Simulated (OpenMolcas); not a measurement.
Co: from RASSCF to RASPT2

```json
{
  "Program": "OpenMolcas",
  "Basis": "ANO-RCC-VDZP [5s4p2d1f]",
  "Scalar Hamiltonian": "DKH2, point nucleus",
  "Active space": "9 electrons in 9 orbitals (RAS2 3d 4s; RAS3 4p, at most 2 electrons)",
  "State averaging": "2S+1 = 4 even, 20 roots; 2S+1 = 2 even, 40 roots kept (CI in the orbitals of an earlier block); 2S+1 = 4 odd, 21 roots; 2S+1 = 6 odd, 27 roots kept (CI in the orbitals of an earlier block); 2S+1 = 2 odd, 21 roots kept (CI in the orbitals of an earlier block)",
  "Spin-orbit coupling": "state interaction with AMFI integrals over the reference wave functions, term energies averaged over their components"
}
```

Methods on the same reference wave functions:
A. RASSCF
B. SS-RASPT2, IPEA 0.25 Eh, imaginary shift 0.1 Eh (closed shells correlated: 3s 3p)
C. MS-RASPT2, IPEA 0.25 Eh, imaginary shift 0.1 Eh (closed shells correlated: 3s 3p)

Energies in cm⁻¹ above 3d⁷ 4s² ⁴F_9/2, the measured ground level; measured values from NIST Handbook of Basic Atomic Spectroscopic Data.

| Level | A | B | C | Measured |
| --- | --- | --- | --- | --- |
| 3d⁷ 4s² ⁴F_9/2 | 0.0 | 0.0 | 0.0 | 0.0 |
| 3d⁷ 4s² ⁴F_7/2 | 773 | 775 | 775 | 816 |
| 3d⁷ 4s² ⁴F_5/2 | 1344 | 1343 | 1343 | 1407 |
| 3d⁷ 4s² ⁴F_3/2 | 1734 | 1731 | 1731 | 1809 |
| 3d⁷ 4s² ²G_9/2 | 17602 | 16920 | 16920 |  |
| 3d⁷ 4s 4p ⁶F°_11/2 | 17707 | 29850 | 29850 |  |
| 3d⁷ 4s² ⁴P_5/2 | 17723 | 15710 | 15710 | 13795 |
| 3d⁷ 4s² ⁴P_3/2 | 17978 | 15900 | 15900 | 14036 |
| 3d⁷ 4s 4p ⁶F°_9/2 | 18056 | 30170 | 30170 |  |
| 3d⁷ 4s² ⁴P_1/2 | 18335 | 16300 | 16300 | 14399 |
| 3d⁷ 4s² ²G_7/2 | 18349 | 17660 | 17660 |  |
| 3d⁸ 4s ⁴F_9/2 | 18408 | 8350 | 8350 | 3483 |
| 3d⁷ 4s 4p ⁶F°_7/2 | 18490 | 30610 | 30610 |  |
| 3d⁷ 4s 4p ⁶F°_5/2 | 18875 | 31000 | 31000 |  |
| 3d⁸ 4s ⁴F_7/2 | 19104 | 9030 | 9030 | 4143 |
| 3d⁷ 4s 4p ⁶D°_9/2(1) | 19155 | 31130 | 31120 |  |
| 3d⁷ 4s 4p ⁶F°_3/2 | 19173 | 31310 | 31300 |  |
| 3d⁸ 4s ⁴F_5/2 | 19681 | 9620 | 9620 | 4690 |
| 3d⁸ 4s ⁴F_3/2 | 20096 | 10030 | 10030 | 5076 |
| 3d⁷ 4s² ²P_3/2 | 23166 | 19730 | 19700 |  |
| 3d⁸ 4s ²F_7/2 | 23308 | 12140 | 12140 | 7442 |
| 3d⁷ 4s² ²H_11/2 | 23509 | 23370 | 23370 |  |
| 3d⁷ 4s² ²P_1/2 | 23927 | 20340 | 20340 |  |
| 3d⁷ 4s² ²H_9/2 | 24158 | 24020 | 24020 |  |

Deviations, from unrounded energies. A percentage is the sum of absolute deviations over the sum of measured energies, with the sign that they share, or ± where signs differ.

```csv
Against measurement,Levels,A,B,C
mean absolute deviation (cm-1),11,8000,2700,2700
fine structure of the ground term (%),3,-4.5,-4.6,-4.5
other terms of the ground configuration (%),3,+28.0,+13.4,+13.4
other configurations (%),5,+305.1,+98.0,+98.0
```

B, C lie about equally close to measurement and A furthest from it. The largest miss of C in the table is 3d⁸ 4s ⁴F_3/2, by +5000 cm-1. The ranking rests on the paired levels alone, and a cruder setting can come out closer through cancelling errors.

Between B and C the level of the table that moves most is 3d⁷ 4s² ²P_3/2, by 34 cm-1 (lowest in C, highest in B). Moves below CASPT2's spread within the term are not significant.

The two smallest mean deviations differ by little beside CASPT2's spread within terms, so their order carries little weight.

From A to B the spin-free energies of the other terms of 3d⁷ 4s² shown, above ⁴F, scale by factors of 0.84 to 0.99.

The lowest spin-free term lies below A's lowest term by 0.477 hartree in B, 0.477 hartree in C.

CASPT2 breaks the degeneracy within a term, and the mean is taken; among the terms shown or strongly mixed into the levels shown the widest spread is 1900 cm-1 (3d⁸ 4s ²F, C). Over all roots computed the reference weight is 0.86 to 0.93 in B, 0.86 to 0.93 in C; the roots of lowest weight are the least certain, and an intruder state may touch them. Terms from blocks run as CI alone lack orbitals of their own. A single d shell beside an s shell can misplace configurations of different d count against each other. Without dynamic correlation excited terms often stand tens of per cent too high (terms of higher spin than the ground term too low), and those without a measured partner can miss by more than the paired ones (holds for A). Computed and measured levels are paired by configuration, term and J; levels that our copy of the source lacks, or whose pairing is in doubt (as where it misses far off the trend of its configuration), stay unpaired and out of the deviations. Levels of configurations outside the active space are missing. Levels that lie high or do not pair safely by name in every column are left out.

A number in round brackets counts repeated terms of one configuration in the order of the reference energies. ° marks odd parity.
